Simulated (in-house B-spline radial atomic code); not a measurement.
A run on neutral terbium that did not converge. Method: scalar-relativistic (X2C) LC-wPBE, spin-polarised, spherical fractional occupations, Fermi nucleus of rms radius 5.06 fm; computed with a B-spline radial code for spherical atoms.

Command:
```bash
python run_scf.py task.json out
```
Settings (nuclear radius in fm, mass in u):
```
Z                65
configuration    [Xe] 4f9 6s2
hamiltonian      x2c
method           lc_wpbe
spin_polarised   True
nucleus          fermi
rms_radius       5.06
atomic_mass      158.92535
speed_of_light   137.035999084
```

First and last ten iterations of the last attempt (damped for 15 steps, keeping 80 % of the old Fock matrix, then DIIS):
```
 iter        energy (Eh)    residual
    1      -11663.419797    6.98e-01
    2      -11669.117752    1.22e+00
    3      -11688.207848    7.87e-01
    4      -11698.422218    4.93e-01
    5      -11703.550402    3.11e-01
    6      -11705.956793    2.10e-01
    7      -11707.022226    1.41e-01
    8      -11707.482231    9.29e-02
    9      -11707.687421    6.69e-02
   10      -11707.787316    5.21e-02
  111      -11706.313938    1.20e-01
  112      -11706.314980    1.20e-01
  113      -11706.315530    1.20e-01
  114      -11706.317231    1.20e-01
  115      -11706.329496    1.19e-01
  116      -11706.320522    1.19e-01
  117      -11706.322152    1.19e-01
  118      -11706.323693    1.19e-01
  119      -11706.321942    1.19e-01
  120      -11707.914820    1.23e-02
 not converged after 120 iterations
```

The smallest residual met was 1.2e-02; the threshold is about 6e-07. No energy from this run should be used. Time taken, with all properties: 68 s on 1 thread of Arm Neoverse V2, on a shared host.
